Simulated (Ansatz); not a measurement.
The cluster Hf₂O₄. The state is a quintet with charge 0. Geometry r2SCAN-D4/def2-SVP; atoms count from 1.

```xyz
6

Hf   -0.222    1.055   -1.020
Hf    0.222   -1.055    1.020
O    -1.078   -0.618   -0.405
O     1.078    0.618    0.405
O    -0.017    1.902   -2.858
O     0.017   -1.902    2.858
```

In the def2 sets Hf takes a core potential; there is no spin–orbit coupling. At PBE0-D4/def2-TZVP a singlet of charge 0 lies 4.88 eV below the quintet, each at its own geometry. The structure comes from a short search, and lower isomers may exist.

Q: Estimate the Mulliken populations from the PBE0/def2-TZVP orbitals of Ansatz.

A: 
```
atom  charge (e)  spin (α − β)  d electrons
 Hf1        1.06          1.05         1.82
 Hf2        1.06          1.05         1.82
  O3       -0.65         -0.02            –
  O4       -0.65         -0.02            –
  O5       -0.42          0.96            –
  O6       -0.42          0.96            –
```
Mulliken values and Mayer orders depend strongly on the basis.

Q: Where does the spin sit?

A: Summed by element: Hf 2.10, O 1.90, of 4 unpaired in all. Largest on single atoms: Hf2 1.05, Hf1 1.05, O5 0.96.

Q: And the Mayer bond orders between bonded heavy atoms (over 0.3)?

A: Hf1–O3 1.04 (1.98 Å); Hf1–O4 1.04 (1.98 Å); Hf1–O5 1.00 (2.03 Å); Hf2–O3 1.04 (1.98 Å); Hf2–O4 1.04 (1.98 Å); Hf2–O6 1.00 (2.03 Å).
